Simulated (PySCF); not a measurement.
This singlet lies 1.26 eV below the relaxed triplet at the level B3LYP-D3(BJ)/def2-TZVP (PySCF).

B3LYP has the VWN-RPA correlation part, as in Gaussian. 

Cartesian coordinates (Å):
```xyz
5

C      2.0252    -0.0050     0.7261
C      0.7583    -0.0033     0.5417
C     -0.5481    -0.0015     0.3509
H     -1.0937     0.9160     0.1465
H     -1.1318    -0.9175     0.3904
```
Charge 0, spin multiplicity 1.

### Question
Estimate the LUMO, HOMO–LUMO gap and HOMO that B3LYP-D3(BJ)/def2-TZVP in PySCF returns for this input.

### Answer

- LUMO: -4.20 eV
- HOMO–LUMO gap: 3.54 eV
- HOMO: -7.74 eV
